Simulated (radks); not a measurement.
Results of a calculation; reference values are marked as such.
Q: Numerical settings for neutral silicon, [Ne] 3s2 3p2. Code: a radial shooting solver on a logarithmic mesh with Libxc functionals. Model: non-relativistic Kohn-Sham, PBEsol, spin-polarised, spherical densities, point nucleus; open shells are filled with parallel spins first. The defaults (mesh step 0.008 in ln r, mesh end at 40 bohr or more with all orbitals vanishing there, Anderson mixing 0.5 over 9 steps, residual threshold near 1e-9 with the energy settled to 1e-9 hartree or 1e-11 of itself, here a cap of 56 iterations) give E = -288.6961 hartree and 3p at -4.596 eV in 14 iterations. Run on one thread of a shared host, so times are rough (Arm Neoverse V1): 0.11 s of CPU time, 0.11 s wall, 14 iterations on 2597 mesh points. One setting is changed at a time: mesh step in ln r 0.12; mesh step in ln r 0.08; mesh step in ln r 0.05; mesh end (bohr) 8; mesh end (bohr) 400; residual threshold 0.001; residual threshold 0.01; mixing 1; linear mixing, mixing 0.2; linear mixing, mixing 0.05; mixing history 20; iteration cap 2. Which runs fail to converge, and which converge to a wrong energy?

A: Not converged within the cap: mesh step in ln r 0.12; linear mixing, mixing 0.2; linear mixing, mixing 0.05; iteration cap 2. Settings that end as converged yet miss the energy by more than 1 mhartree: mesh end (bohr) 8 (+0.00247 hartree).
